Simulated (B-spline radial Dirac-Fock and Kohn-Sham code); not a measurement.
**Two-hole binding energies of Tb³⁶⁺**

System: the Tb³⁶⁺ ion in the configuration 1s2 2s2 2p6 3s2 3p6 3d10 4s1.

Method: ΔSCF Dirac-Fock with Breit, self-energy and vacuum polarisation, finite nucleus, configuration average. Computed with a B-spline atomic structure program. U is the two-hole binding energy less the two single-hole energies, the effective repulsion of the holes after relaxation. Each two-hole energy is an average over J within one jj subconfiguration.

| holes | E(a) (eV) | E(b) (eV) | E(ab) (eV) | U (eV) |
| --- | --- | --- | --- | --- |
| 1s⁻¹ 2p1/2⁻¹ | 53555.8 | 9782.4 | 63726.6 | 388.3 |
| 1s⁻¹ 2p3/2⁻¹ | 53555.8 | 9040.9 | 62938.6 | 341.9 |
| 1s⁻¹ 3p1/2⁻¹ | 53555.8 | 3207.1 | 56912.2 | 149.2 |
| 1s⁻¹ 3p3/2⁻¹ | 53555.8 | 3044.9 | 56738.8 | 138.1 |
| 1s⁻¹ 3d3/2⁻¹ | 53555.8 | 2722.9 | 56414.1 | 135.3 |
| 2s⁻¹ 2p1/2⁻¹ | 10235.5 | 9782.4 | 20244.7 | 226.8 |
| 2s⁻¹ 2p3/2⁻¹ | 10235.5 | 9040.9 | 19494.1 | 217.8 |
| 2p1/2⁻¹ 2p3/2⁻¹ | 9782.4 | 9040.9 | 19080.4 | 257.1 |
| 2s⁻¹ 3p3/2⁻¹ | 10235.5 | 3044.9 | 13400.7 | 120.4 |
| 2p1/2⁻¹ 3d5/2⁻¹ | 9782.4 | 2687.9 | 12602.3 | 132.0 |
| 2p3/2⁻¹ 3p1/2⁻¹ | 9040.9 | 3207.1 | 12376.0 | 128.1 |
| 3d3/2⁻² | 2722.9 | 2722.9 | 5552.6 | 106.9 |
| 3d3/2⁻¹ 3d5/2⁻¹ | 2722.9 | 2687.9 | ? | ? |
| 3d5/2⁻² | 2687.9 | 2687.9 | 5481.6 | 105.8 |

Q: Give the missing two-hole energy and U.

A: E(ab) = 5518.0 eV and U = 107.2 eV.
